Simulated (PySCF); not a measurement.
NMR problem set

In vacuum, a single conformation, fast rotation and ring inversion assumed for equivalent nuclei, relativity neglected. Shielding tensors at PBE0/pcSseg-1 (GIAO); coordinates at the GFN2-xTB level; PySCF 2.14.

References, each an isolated molecule treated in the same way: ¹H and ¹³C vs TMS. Where no couplings were computed, multiplicities follow the n + 1 count of equivalent neighbours, and m marks all less simple cases (inequivalent or close neighbours, rings, F or P nearby). Shifts are as computed. Against solution values, carbons near 30 ppm lie about +3 ppm off and those near 130 ppm about +5 ppm; carbons on Cl a further +6 ppm. Of 1211 compounds with measured shifts, 218 miss one by over three times the rms of a fit or turn the order of signals round; such compounds aren't used in these exercises. Carbons bonded to Cl come out too deshielded.

(1) C₅H₁₁NOSi₂. ¹H NMR (600 MHz, computed): δ 8.64 (d, 1H), 8.46 (d, 1H), 5.40 (m, 1H), 5.36 (m, 1H), 5.11 (m, 1H), 3.75 (s, 3H), 2.07 (s, 3H). ¹³C{¹H} NMR (computed): δ 170.4 (CH2), 114.7 (C), 85.2 (C), 54.1 (CH3), 6.1 (CH3). Give a structure.

(2) C₇H₁₁ClO. ¹H NMR (400 MHz, computed): δ 5.85 (m, 1H), 5.77 (m, 1H), 5.76 (m, 1H), 2.92 (m, 1H), 2.00 (m, 1H), 1.05 (d, 3H), 0.90 (d, 3H). ¹³C{¹H} NMR (computed): δ 185.7 (C), 144.8 (CH), 130.8 (CH2), 76.5 (CH), 34.8 (CH), 22.5 (CH3), 22.2 (CH3). Give a structure.

## Answers

(1) `C=N[SiH2][Si@@H](C#CC)OC`. The formula gives 3 degrees of unsaturation (no ring in the answer). 5 carbon signals for 5 carbons: no two carbons are equivalent. Carbon types of the structure: 2 × C, 1 × CH2, 2 × CH3, leaving 3 H on heteroatoms. δC 170.4: C=N carbon. δC 114.7, 85.2: alkyne carbon. δH 8.64, 8.46: hydrogen on a C=N carbon. δH 3.75: hydrogen on a methyl carbon bonded to O; its carbon carries O, which withdraws density.

The shifts were computed for this structure.

(2) `C=C[C@H](C(=O)Cl)C(C)C`. The formula gives 2 degrees of unsaturation (no ring in the answer). 7 carbon signals for 7 carbons: no two carbons are equivalent. Carbon types of the structure: 1 × C, 3 × CH, 1 × CH2, 2 × CH3, which accounts for all hydrogens. δC 185.7: carbonyl carbon. δC 144.8: alkene CH; an sp2 carbon of a C=C bond. δC 130.8: terminal =CH2 carbon; an sp2 carbon of a C=C bond. δC 76.5: sp3 CH α to a carbonyl.

The data come from this structure; uniqueness wasn't tested.
